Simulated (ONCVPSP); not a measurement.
# Varying the ONCV potential for krypton (Kr)

Base potential:

```json
{
 "Element": "krypton",
 "Generator": "ONCVPSP 4.0.1",
 "Type": "optimised norm-conserving Vanderbilt (ONCV)",
 "Functional": "PBE",
 "Relativity": "scalar-relativistic",
 "Frozen core": "[Ne] 3s2",
 "Valence charge": "24",
 "Reference configuration": "3p6 3d10 4s2 4p6",
 "Partial waves": "4s: rc 1.15 bohr, ncon 4, nbas 9, qcut 5.7 1/bohr, 2 projectors, debl 1.3 Ha; 3p+4p: rc 1.10 bohr, ncon 4, nbas 7, qcut 14.2 1/bohr, 2 projectors; 3d: rc 0.60 bohr, ncon 4, nbas 8, qcut 28.9 1/bohr, 3 projectors, debl 2.4 Ha",
 "Local potential": "polynomial inside 0.55 bohr (lpopt 2, dvloc0 0 Ha)",
 "Core correction": "Teter function, fcfact 2.25, rcfact 1.25"
}
```

In the d channel the program set the typed energies aside and used -2.991, 0.250, 2.650 Ha.

All-electron outer shells of the reference configuration (PBE, scalar-relativistic, ld1.x):

```tsv
shell	level (eV)	outermost node (bohr)	outermost maximum (bohr)
2p	-1648.47	–	0.12
3s	-263.97	0.22	0.47
3p	-195.19	0.20	0.46
3d	-81.40	–	0.41
4s	-23.05	0.64	1.34
4p	-9.25	0.67	1.55
```

Cutoffs, loose and tight: the cutoffs (Ha) at which the residual kinetic energy of the hardest occupied pseudo-wave falls to 1 and 0.1 mHa per electron. They do not see the model core or the augmentation charge, which bear on the density cutoff. Test errors are all-electron minus pseudo excitation energies from the reference, over the configurations 3p6 3d10 4s2 4p5; 3p6 3d10 4s2 4p4; 3p6 3d10 4s2 4p3; 3p6 3d10 4s2 4p2. A dash means not determined; rows that change the core or the reference have their own tests.

A true bound ghost makes a file unfit for plane-wave use even where its test errors are small: the radial tests pick states by their node count and pass the ghost by.

| change | outcome | cutoff, loose | cutoff, tight | bound ghosts | GHOST(+) flags above zero | largest test error (meV) |
| --- | --- | --- | --- | --- | --- | --- |
| base | generated, projector energies reset by the program | 303 Ha | 341 Ha | s | s | -38 |
| local potential polynomial inside 0.50 bohr (lpopt 5, dvloc0 6 Ha) | generated, projector energies reset by the program | 303 Ha | 341 Ha | s | s | -38 |
| d: qcut 38.2 | generated, projector energies reset by the program | 412 Ha | 482 Ha | s, d | s | -39 |
| d: rc 0.64 | generated, projector energies reset by the program | 287 Ha | 326 Ha | s | s | -39 |
| d: ncon 5, nbas 9 | generated, projector energies reset by the program | 317 Ha | 357 Ha | s | s | -38 |
| local potential polynomial inside 0.55 bohr (lpopt 2, dvloc0 5.5 Ha) | generated, projector energies reset by the program | 303 Ha | 341 Ha | s | s | -38 |
| all radii but the core radius scaled by about 0.81 (s 0.94, p 0.88, d 0.48 bohr); local potential polynomial inside 0.44 bohr (lpopt 2, dvloc0 0 Ha) | failed: optimize: ERROR ps0norm > uunorm, code will stop | – | – | – | – | – |
| p: nbas 8 | generated, projector energies reset by the program | 303 Ha | 341 Ha | s | s | -38 |
| core [Ar] 3d10, valence charge 8; reference 4s2 4p6; waves now 4s: rc 1.40 bohr, ncon 5, nbas 9, qcut 5.7 1/bohr, local; 4p: rc 1.65 bohr, ncon 4, nbas 7, qcut 5.6 1/bohr, 2 projectors, debl 0.3 Ha; local potential the s channel | failed: ERROR pspot: first pseudo wave function has node, program will stop | – | – | – | – | – |
| core correction Teter function, fcfact 4.25, rcfact 1.15 | generated, projector energies reset by the program | 303 Ha | 341 Ha | s | s | -38 |
| s: qcut 7.5; p: qcut 18.7; d: qcut 38 | failed: ERROR pspot: first pseudo wave function has node, program will stop | – | – | – | – | – |

Question: What comes out with this change to the base: d: rc 0.48; local potential polynomial inside 0.48 bohr (lpopt 2, dvloc0 0 Ha)?

Answer: outcome: generated, projector energies reset by the program; cutoff, loose: 358 Ha; cutoff, tight: 404 Ha; bound ghosts: s; GHOST(+) flags above zero: d; largest test error (meV): -38.
